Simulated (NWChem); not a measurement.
System: BAsH$_{2}$F$_{2}$; SMILES FB(F)[AsH2]

The following NWChem deck was run.

```
start job
memory heap 200 mb stack 900 mb global 1100 mb
geometry units angstroms noautosym nocenter noautoz
  B     -0.009289     1.022800     0.000000
  As     0.030410    -1.013186     0.000000
  H     -0.993974    -1.130395     1.116359
  H     -0.993974    -1.130395    -1.116359
  F      0.028662     1.710348    -1.123937
  F      0.028662     1.710348     1.123937
end
basis spherical
  * library def2-svp
end
dft
  xc xcamb88 1.00 lyp 0.81 vwn_5 0.19 hfexch 1.00
  cam 0.33 cam_alpha 0.19 cam_beta 0.46
  iterations 150
end
property
  efieldgrad
end
task dft property
```

Excerpt of the output:

```
             Northwest Computational Chemistry Package (NWChem) 7.3.0
             --------------------------------------------------------

                             Geometry "geometry" -> ""
                             -------------------------

 Output coordinates in angstroms (scale by  1.889725989 to convert to a.u.)

  No.       Tag          Charge          X              Y              Z
 ---- ---------------- ---------- -------------- -------------- --------------
    1 B                    5.0000    -0.00928900     1.02280000     0.00000000
    2 As                  33.0000     0.03041000    -1.01318600     0.00000000
    3 H                    1.0000    -0.99397400    -1.13039500     1.11635900
    4 H                    1.0000    -0.99397400    -1.13039500    -1.11635900
    5 F                    9.0000     0.02866200     1.71034800    -1.12393700
    6 F                    9.0000     0.02866200     1.71034800     1.12393700

 Effective nuclear repulsion energy (a.u.)     235.6931499036

                              NWChem Property Module
                              ----------------------

  itol2e modified to match energy
  convergence criterion.

                                 NWChem DFT Module
                                 -----------------

 Summary of "ao basis" -> "ao basis" (spherical)
 ------------------------------------------------------------------------------
       Tag                 Description            Shells   Functions and Types
 ---------------- ------------------------------  ------  ---------------------
 B                          def2-svp                 6       14   3s2p1d
 As                         def2-svp                12       32   5s4p3d
 H                          def2-svp                 3        5   2s1p
 F                          def2-svp                 6       14   3s2p1d

  itol2e modified to match energy
  convergence criterion.

[...]

          -----------------------
          Electric field gradient
          -----------------------

 1 a.u. = 0.324123 10**(16) esu/cm**3  ( or statvolts/cm**2 ) = 0.97174 10**(22) v/m**2

 ------------------------------------------------------------
   Atom      X         Y         Z
 ------------------------------------------------------------
    1 B   -0.01755   1.93281   0.00000
 ------------------------------------------------------------

 Electric field gradient in molecular frame (a.u.)
         XX             YY             ZZ             XY             XZ             YZ
 ------------------------------------------------------------------------------------------
       -0.315813       0.230594       0.085218       0.022926       0.000000       0.000000

 Principal components (a.u.) and orientation
 of principal axis w.r.t. absolute frame                      Asymmetry parameter eta
 --------------------------------------------------------------------------------------
       -0.316773       0.231555       0.085218                       0.461961

        0.999124       0.041848       0.000000
       -0.041848       0.999124      -0.000000
       -0.000000       0.000000       1.000000

 ------------------------------------------------------------
   Atom      X         Y         Z
 ------------------------------------------------------------
    2 As   0.05747  -1.91464   0.00000
 ------------------------------------------------------------

 Electric field gradient in molecular frame (a.u.)
         XX             YY             ZZ             XY             XZ             YZ
 ------------------------------------------------------------------------------------------
        0.923348       0.548903      -1.472250      -1.340613      -0.000000      -0.000000

 Principal components (a.u.) and orientation
 of principal axis w.r.t. absolute frame                      Asymmetry parameter eta
 --------------------------------------------------------------------------------------
        2.089748      -1.472250      -0.617498                       0.409021

        0.754424       0.000000       0.656387
       -0.656387       0.000000       0.754424
        0.000000       1.000000      -0.000000

 ------------------------------------------------------------
   Atom      X         Y         Z
 ------------------------------------------------------------
    3 H   -1.87834  -2.13614   2.10961
 ------------------------------------------------------------

 Electric field gradient in molecular frame (a.u.)
         XX             YY             ZZ             XY             XZ             YZ
 ------------------------------------------------------------------------------------------
       -0.025495       0.077660      -0.052165      -0.018099       0.115199       0.011772

 Principal components (a.u.) and orientation
 of principal axis w.r.t. absolute frame                      Asymmetry parameter eta
 --------------------------------------------------------------------------------------
       -0.156651       0.084109       0.072542                       0.073839

       -0.664200      -0.515568       0.541320
       -0.088599       0.773308       0.627809
        0.742286      -0.369031       0.559311

 ------------------------------------------------------------
   Atom      X         Y         Z
 ------------------------------------------------------------
    4 H   -1.87834  -2.13614  -2.10961
 ------------------------------------------------------------

[...]
```

Level: CAM-B3LYP/def2-SVP. The geometry was optimised at PBE0/def2-SVP. NWChem prints the field gradient with the sign opposite to the second derivative of the potential.
